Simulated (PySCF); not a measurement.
Species: C6H10B2.
Cartesian coordinates in Å at the GFN2-xTB level; atoms count from 1:
```
atom  x, y, z in Å
C1    -2.3380    0.1983    1.0392
C2    -1.7854    0.2270   -0.3861
C3    -0.2938    0.0332   -0.3844
C4     0.2775   -1.0046   -1.0368
B5     1.7787   -1.3251   -0.8794
C6     2.6772   -0.2966   -0.1376
C7     2.1238    0.7471    0.5115
B8     0.6425    1.1089    0.2472
H9    -1.8643    0.9689    1.6439
H10   -2.1404   -0.7673    1.5006
H11   -3.4127    0.3671    1.0372
H12   -2.0122    1.1993   -0.8333
H13   -2.2779   -0.5444   -0.9846
H14   -0.3761   -1.6801   -1.5855
H15    2.1962   -2.3834   -1.1672
H16    3.7488   -0.4565   -0.0475
H17    2.7643    1.3929    1.1073
H18    0.2830    2.2217    0.3438
```

The closed-shell ground state was solved at several levels (PySCF, density fitting, gas phase, non-relativistic).

```csv
level,basis functions,total energy (Eh),HOMO (eV),LUMO (eV),gap (eV),dipole (D)
PBE0/def2-SVPD,240,-283.7535,-7.23,-3.26,3.97,0.77
CAM-B3LYP/def2-SVPD,240,-283.9340,-8.48,-2.14,6.34,0.72
```

(1) Estimate the row for PBE0/pcSseg-1, a basis of 186 functions; the other rows only guide the guess.

(2) How far do the dipole and the HOMO energy spread over the levels?

Results:

(1) Total energy -283.9089 Eh, HOMO -7.23 eV, LUMO -3.27 eV, gap 3.96 eV, dipole 0.76 D.

(2) The dipole runs from 0.72 to 0.77 D (mean 0.75 D) and the HOMO from -8.48 to -7.23 eV.

One conformer stands for the species.
